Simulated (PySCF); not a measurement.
**Excitation energy of Sn by level of theory**

Sn [Kr] 4d10 5s2 5p2 (3P) → Sn [Kr] 4d10 5s1 5p3 (5S), as a difference of total energies. Computed with PySCF 2.14 in dyall-av2z (22s16p12d, 130 functions), with no relativity, point nucleus. Correlated levels: valence: [Kr] 4d10 frozen; virtual orbitals above 40 to 60 times the deepest correlated orbital energy dropped. The calculations carry no spin-orbit coupling.

Q: Order these methods by the excitation energy they give, lowest first.
A. UHF
B. MP2 (valence)
C. CCSD (valence)
D. SCS-MP2 (valence)

A: A (18269 cm⁻¹), B (23707 cm⁻¹), C (25853 cm⁻¹), D (26082 cm⁻¹).

These non-relativistic numbers lack the scalar-relativistic shift.

For comparison: 37157 cm⁻¹ (measured; NIST levels, between the centres of gravity of the two terms).
